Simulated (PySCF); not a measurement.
The numbers are results of PBE-D3(BJ)/def2-TZVP // PBE0-D3(BJ)/def2-TZVP (PySCF), not measurements. Isolated molecules, 0 K electronic values unless said otherwise. One relaxed conformer stands for a flexible species; it need not be the lowest. Excitations are Tamm–Dancoff values on a coarser integration grid. The basis has no diffuse functions, so Rydberg states are missing or too high.

Reference species (SMILES): `[SiH](C=C)=C` (C–C–Si–C torsion 15°) (neutral, multiplicity 1).

| Property | Value |
|---|---|
| LUMO | -2.47 eV |
| HOMO | -5.29 eV |
| HOMO–LUMO gap | 2.82 eV |
| brightest of the four lowest singlets (TDA) | 4.00 eV |

Changed species: `[SiH](C#N)=C` (X = cyano; the reference has X = vinyl).

**Question.** What does the change do to the LUMO, HOMO, HOMO–LUMO gap and brightest of the four lowest singlets (TDA)?

**Answer.** the LUMO decreases by 0.65 eV, to -3.12 eV; the HOMO decreases by 1.05 eV, to -6.34 eV; the HOMO–LUMO gap increases by 0.40 eV, to 3.22 eV; the brightest of the four lowest singlets (TDA) rises by 1.09 eV, to 5.09 eV.
